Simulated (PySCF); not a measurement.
B(Cl)2(Et) (C2H5BCl2), SMILES CCB(Cl)Cl.

Coordinates come from a PBE0-D3(BJ)/def2-SVP optimisation. Other conformers were not sampled.

Level of theory: TDA-LC-ωPBE/def2-SVPD in PySCF.

Vertical excitations. Gas-phase values at a fixed geometry. State labels are in the subgroup Cs.

Computed UV-visible absorptions:
```csv
state,symmetry,energy (eV),λ (nm),f,main pairs
S1,A",6.39,194,0.001,"HOMO→LUMO 78 %, HOMO−1→LUMO 17 %"
S2,A",6.55,189,0.000,"HOMO−1→LUMO 81 %, HOMO→LUMO 17 %"
S3,A',7.63,162,0.162,HOMO−2→LUMO 91 %
S4,A',8.31,149,0.148,HOMO−3→LUMO 84 %
S5,A",8.36,148,0.003,HOMO−4→LUMO 85 %
S6,A",8.71,142,0.000,HOMO−6→LUMO 89 %
S7,A',8.90,139,0.083,"HOMO→LUMO+1 58 %, HOMO−1→LUMO+1 23 %"
S8,A',8.92,139,0.062,"HOMO−1→LUMO+1 56 %, HOMO→LUMO+1 24 %"
S9,A",9.28,134,0.001,HOMO−2→LUMO+1 81 %
S10,A',9.30,133,0.005,HOMO−5→LUMO 81 %
T1,A",5.87,211,0,"HOMO→LUMO 75 %, HOMO−1→LUMO 20 %"
T2,A",6.35,195,0,"HOMO−1→LUMO 78 %, HOMO→LUMO 20 %"
T3,A',6.57,189,0,HOMO−2→LUMO 91 %
T4,A',7.27,171,0,"HOMO−3→LUMO 51 %, HOMO−5→LUMO 43 %"
```
Triplets are in the Tamm–Dancoff approximation.
